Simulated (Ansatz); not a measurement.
One change: `[SiH3]OB(O[SiH3])O[SiH3]` becomes `OB(O[SiH3])O[SiH3]`.

Ansatz, PBE0-D4/def2-TZVP geometries, multiplicity 1. Each molecule was computed in one conformer, which needn't be the lowest.

| property | `[SiH3]OB(O[SiH3])O[SiH3]` |
| --- | --- |
| HOMO–LUMO gap (B3LYP/def2-TZVPP) / eV | 8.36 |
| HOMO energy (PBE0/def2-TZVPP) / eV | -9.02 |
| HOMO–LUMO gap (ωB97M-V/def2-TZVPP) / eV | 12.69 |
| HOMO energy (B3LYP/def2-TZVPP) / eV | -8.81 |
| LUMO energy (PBE0/def2-TZVPP) / eV | -0.23 |
| HOMO energy (ωB97M-V/def2-TZVPP) / eV | -11.34 |

(1) Give the same properties after the change, and the shifts. (Estimate.)

Results:

(1) The calculation gave: 
```tsv
property	`OB(O[SiH3])O[SiH3]`	shift
HOMO–LUMO gap (B3LYP/def2-TZVPP) / eV	8.13	-0.23
HOMO energy (PBE0/def2-TZVPP) / eV	-8.82	0.20
HOMO–LUMO gap (ωB97M-V/def2-TZVPP) / eV	12.46	-0.23
HOMO energy (B3LYP/def2-TZVPP) / eV	-8.61	0.20
LUMO energy (PBE0/def2-TZVPP) / eV	-0.25	-0.02
HOMO energy (ωB97M-V/def2-TZVPP) / eV	-11.13	0.21
```

B3LYP here is the variant with VWN-RPA as its local correlation; programs differ in this.
